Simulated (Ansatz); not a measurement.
F2H4O2Si2 can be A, `O[SiH](F)O[SiH2]F`, or B, `O[SiH](O)[SiH](F)F`.

Calculated with Ansatz (gas phase, PBE0-D4/def2-TZVP geometries, no zero-point term in ΔE). CCSD(T)/CBS adds triple-zeta CCSD(T) − MP2 to the extrapolated MP2 energy (def2 sets, frozen cores). Functionals use def2-TZVPP. B3LYP here is the variant with VWN-RPA as its local correlation; programs differ in this. One conformer a species, not always the lowest.

Question: Which isomer does CCSD(T)/CBS put lower? Give the gap. (Estimate.)

Answer: Computed: A, by 40.9 kcal/mol.

Question: Give E(B) − E(A) in kcal/mol with PBE0-D4, B3LYP, B3LYP-D4, MP2/def2-TZVPP, ωB97M-V, PBE-D4, CCSD(T)/def2-TZVPP. (An estimate is asked.)

Answer: Ansatz gave: PBE0-D4 36.4, B3LYP 39.7, B3LYP-D4 39.5, MP2/def2-TZVPP 42.9, ωB97M-V 41.1, PBE-D4 33.4, CCSD(T)/def2-TZVPP 41.4. None reverses the order clearly.

Largest T1 diagnostic: 0.012.

From PBE to PBE0 (25 % exact exchange), in def2-TZVPP and without D4, E(B) − E(A) moves by +3.1 kcal/mol. In def2-TZVPP, CCSD(T) changes the Hartree–Fock value by −5.7 kcal/mol (the triples alone add −0.8 kcal/mol) and MP2 by −4.2 kcal/mol.
